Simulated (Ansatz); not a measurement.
Te(H)(iPr) (C₃H₈Te), SMILES CC(C)[TeH].

Coordinates come from a B3LYP-D3(BJ)/def2-SVP optimisation. The def2 effective core potentials stand for the cores of Te; spin–orbit coupling is left out.

Two levels are set side by side: PBE/def2-SVPD (Ansatz, an electronic-structure program) and PBE0/def2-SVPD (Ansatz). Energy differences of separate SCF runs at the same geometry; the states with an electron removed or added have multiplicity 2 and 2. Differences are taken from unrounded values.

| quantity | PBE |
|---|---|
| vertical ionisation energy (eV) | 8.03 |
| vertical singlet–triplet gap (eV) | 3.29 |

### Question
These are the PBE values. What does PBE0 give? (An estimate is asked for; the answer gives what the named calculation found.)

### Answer

```tsv
quantity	PBE0	PBE minus PBE0
vertical ionisation energy (eV)	8.07	-0.04
vertical singlet–triplet gap (eV)	3.35	-0.06
```

Here PBE gives about what the other level gives.
